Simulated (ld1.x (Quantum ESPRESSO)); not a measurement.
**Hf (Z = 72) PAW: all-electron and pseudo phase curves**

ld1.x (Quantum ESPRESSO) 7.5 input, shortened:

```
&input
   title='Hf', zed=72., rel=1, dft='PBE', iswitch=3,
   config='[Xe] 4f14 5d2 6s2 6p0'
 /
 &inputp
   pseudotype=3, lpaw=.true., tm=.true., lloc=-1, rcloc=0.90,
   nlcc=.true., new_core_ps=.true., rcore=0.45,
   which_augfun='BESSEL', rmatch_augfun=0.60
 /
8
6S  1  0   2.00   0.00  2.20  3.00  0.0
6S  1  0   0.00   1.15  2.20  3.00  0.0
6P  2  1   0.00   0.00  2.45  3.05  0.0
6P  2  1   0.00   0.30  2.45  3.05  0.0
5D  3  2   2.00   0.00  1.75  2.40  0.0
5D  3  2   0.00   3.20  1.75  2.40  0.0
4F  4  3  14.00   0.00  0.55  0.75  0.0
4F  4  3   0.00   1.45  0.55  0.75  0.0
 &test
   configts(1)='4f14 5d2 6s2 6p0'
 /
```

The phase is arctan(r·u′/u) with u = r·R(r), unwrapped; energies in Ry, scanned from -3 to 5 Ry. A pole is an energy at which the radial function vanishes at the test radius. The pseudo phase is shifted by a multiple of π to meet the all-electron one at the reference energy, and phase errors are pseudo minus all-electron; the curves can meet again beyond the range given. Levels narrower than the energy grid can be missing from the lists of poles.

**Question.** For each channel, where are the poles, and over which energies does the pseudopotential scatter like the atom?

**Answer.**

```
channel  radius (bohr)  reference energy (Ry)  poles, all-electron  poles, pseudo  unbroken range about the reference energy with phases within 0.05 rad  phase error 1 Ry above the reference energy (rad)
      s           3.29                  -0.38                 0.83           0.83                                                              below 3.0                                             -0.000
      p           3.29                  -0.10          -2.59, 1.93    -0.83, 1.96                                                            -0.8 to 3.9                                             +0.001
      d           3.29                  -0.20           0.14, 3.95     0.14, 3.94                                                        the whole range                                             -0.003
      f           3.29                  -1.24                 2.63           2.63                                                        the whole range                                             +0.000
```

Note: ghost states, extra bound levels that the all-electron valence spectrum of the same l lacks: p at -139.0 eV, p at -11.2 eV (s not tested). A true bound ghost makes a file unfit for plane-wave use. Its overlap operator is not positive definite in a basis up to 400 Ry (lowest eigenvalue s -0.58), so the file is unfit for use: the generalised eigenproblem breaks down once the basis is large enough, and its test numbers describe a broken file.

Phases in the d channel:

```tsv
E (Ry)	all-electron	pseudo
-3.00	1.392	1.392
-2.76	1.384	1.384
-2.52	1.375	1.375
-2.28	1.364	1.363
-2.04	1.350	1.350
-1.80	1.334	1.334
-1.56	1.313	1.313
-1.32	1.285	1.284
-1.08	1.243	1.242
-0.84	1.171	1.171
-0.60	1.013	1.012
-0.36	0.348	0.347
-0.12	-1.206	-1.206
0.12	-1.558	-1.559
0.36	-1.688	-1.690
0.60	-1.778	-1.779
0.84	-1.868	-1.870
1.08	-1.988	-1.992
1.32	-2.192	-2.202
1.56	-2.630	-2.651
1.80	-3.445	-3.469
2.04	-4.051	-4.060
2.28	-4.321	-4.324
2.52	-4.456	-4.458
2.76	-4.537	-4.538
3.00	-4.592	-4.592
3.24	-4.632	-4.632
3.48	-4.663	-4.664
3.72	-4.690	-4.690
3.96	-4.713	-4.714
4.20	-4.734	-4.737
4.44	-4.755	-4.759
4.68	-4.776	-4.783
4.92	-4.798	-4.812
```
